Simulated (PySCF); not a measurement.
Simulation results for ClO2Si, BClFHO, BFH3OSi, BClH2O2

All values are calculated (PySCF 2.14.0). Calculation on a computer-drawn molecule: the log of a Hartree-Fock and frozen-core CCSD(T) single point meant for a local Hartree-Fock minimum, with one planted fault or none, to be diagnosed. Offsets are logged minus clean, where the clean run is the same molecule without the fault. The reference is restricted for singlets and unrestricted otherwise, and also for a bond in bohr or an excited solution. Adding or removing an electron swaps singlet and doublet. The excited solution moves the top pair (singlet) or top alpha electron (doublet) to the lowest empty orbital. Highest occupied and lowest empty are orbital energies over both spins, largest force is the largest gradient component, triples share is (T) over the correlation energy, the T1 limit is 0.02 restricted and 0.045 unrestricted, electrons count all cores, a negative frequency is imaginary (commonest isotopes), and the dipole is about the centre of nuclear charge.

Common to all runs: meant multiplicity 1; logged SCF converged yes; possible faults no fault, one electron removed, one electron added, multiplicity raised by two, geometry at a saddle point, SCF held on an excited solution, minimal basis STO-3G, one bond length entered in bohr, all coordinates scaled.

(1) ClO2Si

Logged structure:
```xyz
4
ClO2Si
O     -0.7481     1.3416    -1.8935
Si    -0.6732    -0.0773    -1.3549
O     -1.4343    -0.9532    -0.3738
Cl     0.9540    -1.1343    -2.2162
```

| Quantity | Value |
| --- | --- |
| meant charge | -1 |
| meant basis | aug-cc-pV(D+d)Z |
| logged electrons | 48 |
| logged basis functions | 110 |
| logged spin squared | 0 |
| logged highest occupied | -6.6748 eV |
| logged lowest empty | 4.6796 eV |
| logged largest force | 4.757e-06 hartree/bohr |
| logged lowest frequency | 274.43 cm⁻¹ |
| logged T1 diagnostic | 0.018659 |
| logged D1 diagnostic | 0.055924 |
| logged triples share | 0.035688 |
| logged CC converged | yes |
| logged dipole magnitude | 3.3035 debye |
| logged SCF stable within its kind | yes |
| logged energy HF | -898.34687 hartree |
| logged energy CCSD(T) | -899.03476 hartree |
| planted fault | no fault |
| HF energy offset from clean run | 0 kcal/mol |
| CCSD(T) energy offset from clean run | 0 kcal/mol |

Drawn bonds:
```csv
atom,other atom,order
1,2,2
2,3,1
2,4,1
```

(2) BClFHO

Logged structure:
```xyz
5
BClFHO
O      0.9307    -2.6687    -0.7060
B      1.6270    -2.2378     0.3451
F      1.7049    -2.9566     1.4575
Cl     2.4650    -0.6967     0.2834
H      0.5184    -3.5108    -0.5671
```

| Item | Value |
| --- | --- |
| meant charge | 0 |
| meant basis | cc-pV(D+d)Z |
| logged electrons | 40 |
| logged basis functions | 25 |
| logged spin squared | 0 |
| logged highest occupied | -10.861 eV |
| logged lowest empty | 8.2069 eV |
| logged largest force | 0.044177 hartree/bohr |
| logged T1 diagnostic | 0.014284 |
| logged D1 diagnostic | 0.064902 |
| logged triples share | 0.050449 |
| logged CC converged | yes |
| logged dipole magnitude | 3.1371 debye |
| logged SCF stable within its kind | yes |
| logged energy HF | -651.56849 hartree |
| logged energy CCSD(T) | -651.69679 hartree |
| planted fault | minimal basis STO-3G |
| HF energy offset from clean run | 4821 kcal/mol |
| CCSD(T) energy offset from clean run | 5131 kcal/mol |

Drawn bonds:
```csv
atom,other atom,order
1,2,1
2,3,1
2,4,1
1,5,1
```

(3) BFH3OSi

Logged structure:
```xyz
7
BFH3OSi
O      1.6129     0.8544     0.0000
B      0.2257     0.8072     0.0000
F     -0.3055     2.0722     0.0000
Si    -0.8806    -0.7923     0.0000
H      1.9815    -0.0115     0.0000
H     -2.3611    -0.7815     0.0000
H     -0.2727    -2.1484     0.0000
```

| Quantity | Value |
| --- | --- |
| meant charge | -1 |
| meant basis | aug-cc-pV(D+d)Z |
| logged electrons | 40 |
| logged basis functions | 128 |
| logged spin squared | 0 |
| logged highest occupied | -1.065 eV |
| logged lowest empty | 3.9866 eV |
| logged largest force | 3.369e-05 hartree/bohr |
| logged lowest frequency | -559.84 cm⁻¹ |
| logged T1 diagnostic | 0.015677 |
| logged D1 diagnostic | 0.045082 |
| logged triples share | 0.031413 |
| logged CC converged | yes |
| logged dipole magnitude | 3.2252 debye |
| logged SCF stable within its kind | yes |
| logged energy HF | -489.76471 hartree |
| logged energy CCSD(T) | -490.4264 hartree |
| planted fault | geometry at a saddle point |
| HF energy offset from clean run | 13.21 kcal/mol |
| CCSD(T) energy offset from clean run | 11.54 kcal/mol |

Drawn bonds:
```csv
atom,other atom,order
1,2,1
2,3,1
2,4,1
1,5,1
4,6,1
4,7,1
```

(4) BClH2O2

Logged structure:
```xyz
6
BClH2O2
O     -2.8981    -0.0991    -0.2327
B     -1.6748    -0.2856     0.3051
O     -0.5171    -0.3944    -0.3793
Cl    -1.5799    -0.3972     2.0705
H     -2.9273    -0.0423    -1.1755
H     -0.5892    -0.3323    -1.3195
```

| Item | Value |
| --- | --- |
| meant charge | 0 |
| meant basis | cc-pV(D+d)Z |
| logged electrons | 41 |
| logged basis functions | 75 |
| logged spin squared | 0.7512 |
| logged highest occupied | 3.0991 eV |
| logged lowest empty | 10.474 eV |
| logged largest force | 0.063664 hartree/bohr |
| logged T1 diagnostic | 0.017439 |
| logged D1 diagnostic | 0.082111 |
| logged triples share | 0.025635 |
| logged CC converged | yes |
| logged dipole magnitude | 4.4668 debye |
| logged SCF stable within its kind | yes |
| logged energy HF | -635.12078 hartree |
| logged energy CCSD(T) | -635.76693 hartree |
| planted fault | ? |

Drawn bonds:
```csv
atom,other atom,order
1,2,1
2,3,1
2,4,1
1,5,1
3,6,1
```

Notes: highest electron not bound in this basis.

(5) BClH2O2

Structure as in entry 4.

| Property | Result |
| --- | --- |
| meant charge | 0 |
| meant basis | cc-pV(D+d)Z |
| logged electrons | 40 |
| logged basis functions | 75 |
| logged spin squared | 0 |
| logged highest occupied | -1.0557 eV |
| logged lowest empty | -7.5716 eV |
| logged largest force | 0.18673 hartree/bohr |
| logged CC converged | no |
| logged dipole magnitude | 5.489 debye |
| logged SCF stable within its kind | no |
| logged energy HF | -634.34322 hartree |
| planted fault | ? |

Drawn bonds:
```csv
atom,other atom,order
1,2,1
2,3,1
2,4,1
1,5,1
3,6,1
```

Notes: CCSD not converged.

Question: Which fault was planted in the run of BClH2O2 (entry 4)?
Answer: one electron added

Question: Give the missing planted fault for BClH2O2 (entry 5).
Answer: SCF held on an excited solution

Further results for BClH2O2 (entry 4):

| Quantity | Value |
| --- | --- |
| HF energy offset from clean run | 80.51 kcal/mol |
| CCSD(T) energy offset from clean run | 69.57 kcal/mol |

Further results for BClH2O2 (entry 5):

| Property | Result |
| --- | --- |
| HF energy offset from clean run | 568.4 kcal/mol |
